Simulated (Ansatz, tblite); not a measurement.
Forces on Ag12Bi at its PBE-D4/def2-SVP geometry. Total charge 0; doublet.

In the def2 sets Ag, Bi take a core potential; there is no spin–orbit coupling. The xTB rows come from tblite. Single mean-field runs in def2-TZVP are fitted with def2-universal-jkfit. The structure comes from a short search, and lower isomers may exist.

GFN1-xTB (tblite), largest force 0.56 eV/Å:

```xyz
13
positions Å, forces eV/Å
Bi   -0.978    1.247   -3.083    0.191   -0.139    0.504
Ag   -2.092    0.755   -0.494    0.012    0.077   -0.043
Ag   -0.704   -1.327   -1.874   -0.013   -0.124   -0.138
Ag   -2.078   -0.339    2.101   -0.101   -0.101    0.035
Ag   -0.044    2.835   -0.962   -0.204   -0.051   -0.054
Ag    2.476    2.315    0.356   -0.087   -0.082   -0.142
Ag   -0.097   -1.882    0.842   -0.065   -0.125   -0.002
Ag    0.538   -0.682    3.263   -0.040    0.040    0.069
Ag    1.381    0.497   -1.511    0.251    0.022   -0.024
Ag    2.318   -0.397    1.071    0.193    0.013   -0.036
Ag    0.064    1.254    1.337   -0.086    0.206    0.010
Ag   -2.715   -2.062   -0.035    0.001    0.207   -0.025
Ag    1.930   -2.213   -1.011   -0.052    0.057   -0.154
```

GFN2-xTB (tblite), largest force 1.56 eV/Å:

```
Bi -0.330 0.017 -0.270
Ag 0.356 0.224 0.111
Ag 0.419 0.039 0.194
Ag -0.002 0.358 0.269
Ag -0.043 -0.162 0.673
Ag -0.321 -0.321 0.160
Ag 0.395 0.625 -0.436
Ag 0.198 0.360 -0.129
Ag 0.083 -0.498 0.877
Ag -0.805 -0.004 -0.595
Ag 0.290 -1.005 -1.154
Ag -0.196 -0.161 -0.086
Ag -0.044 0.527 0.386
```

PBE-D4/def2-TZVP (Ansatz), largest force 0.24 eV/Å:

```
Bi 0.063 -0.048 0.223
Ag 0.087 -0.018 -0.055
Ag 0.002 0.093 0.009
Ag 0.038 -0.010 -0.030
Ag -0.030 -0.098 -0.057
Ag -0.034 -0.035 -0.010
Ag 0.000 0.065 -0.013
Ag -0.013 0.012 -0.051
Ag -0.076 0.010 0.027
Ag -0.054 0.015 -0.020
Ag 0.014 -0.051 -0.042
Ag 0.032 0.034 0.003
Ag -0.028 0.031 0.017
```
